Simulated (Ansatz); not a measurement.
Reaction (ligand exchange at the Si–F bond): `F[SiH](F)[GeH3]` + H₂S → `F[SiH](S)[GeH3]` + H–F

Gas-phase electronic energies from Ansatz, PBE0-D4/def2-TZVP geometries. CCSD(T)/CBS adds triple-zeta CCSD(T) − MP2 to the extrapolated MP2 energy (def2 sets, frozen cores). This one scheme is used for every species. DFT in def2-TZVPP. B3LYP here is the variant with VWN-RPA as its local correlation; programs differ in this. For Ge outer-core shells are correlated without core-valence functions, which leaves a few kJ/mol of doubt a bond. Scalar relativity is left out up to krypton. Each species was taken in one conformer, which may not be the lowest.

| level | ΔE (kJ/mol) |
| --- | --- |
| B3LYP-D4 | 80.5 |
| B2PLYP | 85.4 |
| PBE0 | 71.4 |
| HF/def2-QZVPP | 105.8 |

Task: What does CCSD(T)/CBS give? (Estimate.)

Result: Ansatz gave: +75.5 kJ/mol. The listed levels differ from it by 5.0, 9.9, -4.1, 30.3 kJ/mol.

Largest T1 diagnostic among the species: 0.012.

The D4 term adds −8.7 kJ/mol with B3LYP and −4.8 kJ/mol with PBE0; it sums over pairs of atoms, weighted by their polarisabilities, and B3LYP, whose exchange is more repulsive, gets the larger term. In def2-TZVPP, CCSD(T) changes the Hartree–Fock value by −23.6 kJ/mol (the triples alone add −4.6 kJ/mol) and MP2 by −29.2 kJ/mol.
